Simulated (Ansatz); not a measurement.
Results of the Gaussian-basis code of Ansatz.

A structure relaxed at PBE0-D4/def2-TZVP, charge 0, multiplicity 1:

Cartesian coordinates in Å:
```
N -1.524 -0.685 -0.802
C -1.105 -1.040 0.547
Ga 0.447 0.036 1.149
Si 1.600 1.429 -0.458
H -0.767 -0.785 -1.465
H -2.283 -1.274 -1.125
H -1.916 -0.807 1.248
H -0.879 -2.108 0.706
H 0.888 -0.028 2.662
H 3.053 1.572 -0.160
H 1.005 2.796 -0.458
H 1.480 0.895 -1.845
```

Problem. Give its formula and SMILES.

Solution. CH8GaNSi, `N[CH2][GaH][SiH3]`.

Problem. Summarise the bond lengths by kind.

Solution. 1 × C–N 1.456 Å; 2 × H–N 1.011 to 1.013 Å; 1 × C–Ga 1.982 Å; 2 × C–H 1.097 to 1.104 Å; 1 × Ga–Si 2.419 Å; 1 × Ga–H 1.577 Å; 3 × H–Si 1.490 to 1.492 Å.
